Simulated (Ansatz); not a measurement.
CH$_{2}$AlNO$_{2}$, relaxed with RKS PBE-D4/def2-SVP in Ansatz from a rough embedded geometry. The force threshold is 0.03 eV/Å; the program also tests the step.

Charge 0, multiplicity 1.

Start:

```xyz
7

O     0.697   -1.276   -1.489
C     0.213   -0.467   -0.486
N    -0.040    0.863   -0.406
Al   -0.531    0.782    1.385
O    -0.150   -0.784    0.894
H     0.841   -0.865   -2.443
H    -1.030    1.747    2.545
```

```json
{"step": "1", "energy (eV)": "-13230.8857", "largest force (eV/Å)": "5.291", "largest move (Å)": "0.000"}
{"step": "2", "energy (eV)": "-13232.8516", "largest force (eV/Å)": "2.445", "largest move (Å)": "0.196"}
{"step": "3", "energy (eV)": "-13233.1537", "largest force (eV/Å)": "1.226", "largest move (Å)": "0.125"}
{"step": "4", "energy (eV)": "-13233.1730", "largest force (eV/Å)": "0.863", "largest move (Å)": "0.047"}
{"step": "5", "energy (eV)": "-13233.2233", "largest force (eV/Å)": "0.149", "largest move (Å)": "0.050"}
{"step": "6", "energy (eV)": "-13233.2246", "largest force (eV/Å)": "0.049", "largest move (Å)": "0.009"}
{"step": "7", "energy (eV)": "-13233.2249", "largest force (eV/Å)": "0.016", "largest move (Å)": "0.005"}
```

End:

```xyz
7

O     0.600   -1.262   -1.316
C     0.182   -0.377   -0.404
N     0.017    0.911   -0.603
Al   -0.481    0.832    1.160
O    -0.078   -0.925    0.822
H     0.745   -0.736   -2.130
H    -0.986    1.557    2.471
```

Hardware: 2 threads of an AMD EPYC 9R45 on a shared host. Wall time 4.4 s, peak host memory 0.17 GiB.
